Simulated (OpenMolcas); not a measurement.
Re4+ in a point-charge field

Re4+ among 4 point charges of -2 e arranged as a square (D4h), 2.37 Å from the ion.
```
   2.3700    0.0000    0.0000  -2.00
   0.0000    2.3700    0.0000  -2.00
  -2.3700    0.0000    0.0000  -2.00
   0.0000   -2.3700    0.0000  -2.00
```

```yaml
Program: OpenMolcas
Method: "SS-CASPT2, IPEA 0.25 Eh, imaginary shift 0.1 Eh (closed shells correlated: 5s 5p)"
Basis: ANO-RCC-VTZP [8s7p5d3f2g1h]
Scalar_Hamiltonian: DKH2, point nucleus
Active_space: 3 electrons in 5 orbitals (5d)
State_averaging: 2S+1 = 4 even, 10 roots; 2S+1 = 2 even, 40 roots
Spin-orbit_coupling: state interaction with AMFI integrals over the reference wave functions
```

The lowest spin-free states (labels of D4, the rotations of D4h), above the lowest:

```
State  Degeneracy  E (cm-1)  Free-ion L (%)
  4A2           1         0          P (56)
   4E           2      3410          F (96)
  4B1           1      7150         F (100)
   4E           2      9240          F (88)
  2A2           1     12230          H (84)
  4B2           1     12280         F (100)
   2E           2     12350          H (75)
  2B2           1     12380          G (48)
  2B1           1     13000          F (29)
   2E           2     14130          G (38)
  2B2           1     14350          H (75)
  2A1           1     15450          G (88)
   2E           2     16910          G (86)
   2E           2     17140          G (33)
  2B1           1     18770          G (56)
  2A2           1     20620          G (69)
  2A1           1     20790          G (81)
  4A2           1     21000          F (56)
  2B1           1     21810          D (59)
   2E           2     24150          H (67)
```

The lowest levels with spin-orbit coupling:

```csv
E (cm-1),Degeneracy,Label,2S+1,g
0,2,E3/2,4 (78 %),0.39 0.39 1.87
2000,2,E1/2,4,1.23 1.23 1.46
3110,2,E3/2,4,0.02 0.02 3.43
5750,2,E3/2,4,1.13 1.13 3.20
7290,2,E1/2,4,1.58 1.69 1.69
9110,2,E1/2,4 (83 %),1.23 1.23 4.06
10110,2,E1/2,4 (81 %),1.55 1.55 4.50
10400,2,E3/2,4 (81 %),1.22 2.51 2.51
12090,2,E1/2,2 (56 %),1.74 1.74 1.77
12210,2,E3/2,4 (77 %),0.01 0.01 1.87
12990,2,E3/2,2 (59 %),0.77 0.77 0.94
14550,2,E3/2,2 (63 %),0.50 0.50 4.38
14830,2,E1/2,4 (75 %),0.98 0.98 8.75
15550,2,E1/2,4 (61 %),0.99 3.16 3.16
16020,2,E3/2,2 (75 %),0.29 0.29 2.10
17070,2,E1/2,4 (57 %),0.04 0.04 6.40
18270,2,E3/2,2 (52 %),1.49 2.90 2.90
19450,2,E1/2,2 (64 %),0.63 2.29 2.29
19620,2,E3/2,2 (73 %),1.43 1.82 1.82
20060,2,E1/2,2,0.91 4.45 4.45
```

Powder χT (cm3 K/mol): 0.119 at 2 K, 0.121 at 10 K, 0.128 at 50 K, 0.136 at 100 K, 0.154 at 200 K, 0.171 at 300 K. The effective moment at 300 K is 2.828 √(χT) = 1.17 μB.

Spin-orbit coupling mixes the spin-free states strongly: the lowest level takes only 45 % from its leading state, 4E, which lies 3409 cm-1 above the lowest spin-free state. Free-ion shares, where given, are those of the reference states; single-state CASPT2 does not remix them. Point charges carry no covalency, so the field is a model and not that of real ligands. No measured value stands beside these numbers.

The CASPT2 steps took 14 s on 1 thread of Arm Neoverse V2 (shared host); the integral step is not counted.
